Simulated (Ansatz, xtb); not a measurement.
## Relative energy of two structures of C2H2Ca

We compare a, a triplet given by its coordinates, with b, the triplet with the links of `[CH]1=[CH][Ca]1`. Both are isolated molecules in the gas phase, relaxed with r2SCAN-D4/def2-SVP.

a (Å):

```xyz
5

C    -1.8969   -0.2689    0.1347
C    -1.5924    0.8405   -0.5231
Ca   -2.4223   -2.1838    1.2704
H    -0.5535    1.1172   -0.7814
H    -2.3563    1.5659   -0.8590
```

Close contacts (Å): C1–C2 1.33, C1–Ca3 2.29, C2–H4 1.11, C2–H5 1.11.

b (Å):

```xyz
5

C    -2.1788    0.7439   -0.6838
C    -1.2197   -0.1128   -0.4663
Ca   -1.9470   -0.3038    1.7519
H    -2.9937    1.1967   -0.0884
H    -0.4834   -0.4487   -1.2117
```

Estimate E(b) − E(a) at the level CCSD(T)/def2-TZVPP.

Calculated at CCSD(T)/def2-TZVPP: E(b) − E(a) = +0.256 eV, so structure a lies lower.

How the difference moves with the method:

| level | geometry | E(b) − E(a) (eV) | departure from the last row (eV) | job, with rough time for the two |
| --- | --- | --- | --- | --- |
| r2SCAN-D4/def2-SVP | r2SCAN-D4/def2-SVP | +0.251 | −0.005 | optimisation, 1.8 min |
| HF/def2-TZVPP | r2SCAN-D4/def2-SVP | +0.666 | +0.410 | part of the CCSD(T) run |
| MP2/def2-TZVPP | r2SCAN-D4/def2-SVP | +0.146 | −0.111 | part of the CCSD(T) run |
| CCSD(T)/def2-TZVPP | r2SCAN-D4/def2-SVP | +0.256 |  | single point, 78 s |

None of the levels shown reverses the order. The largest departure from CCSD(T)/def2-TZVPP is that of HF/def2-TZVPP, 0.410 eV. Levels run at GFN2-xTB geometries aren't shown. The triplet state of a needn't be its ground state. The triplet state of b needn't be its ground state.

With harmonic frequencies from r2SCAN-D4/def2-SVP (ideal gas, rigid rotor, one conformer each, 298.15 K, 1 atm): on the last row, ΔE + ΔZPE = +0.250, ΔH = +0.238, ΔG = +0.237 eV.

Open shells are spin-unrestricted. The correlated steps freeze 7 core orbitals; the last core shell of Ca is correlated, in a basis made for valence electrons. Programs: Ansatz 0.2.0; the last row on 1 thread of Intel(R) Xeon(R) Platinum 8375C CPU @ 2.90GHz (Ice Lake) on a shared host.
